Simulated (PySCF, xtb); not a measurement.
CCl2F, SMILES [C](F)(Cl)Cl (connectivity only; charge and spin as stated), charge +1, multiplicity 1.

GFN2-xTB (xtb) at its own geometry gives an orbital gap of 3.00 eV.

Geometry: B3LYP-D3(BJ)/def2-SVP. The spin state was assumed, not searched. The isomer is the one that the SMILES or the coordinates give; other isomers of the formula were not compared.

Task: What does PBE/def2-TZVPD (PySCF) give? (Estimate from the structure and the level; the computed values follow.)

Result: gap 3.87 eV (levels -14.91 and -11.04 eV).
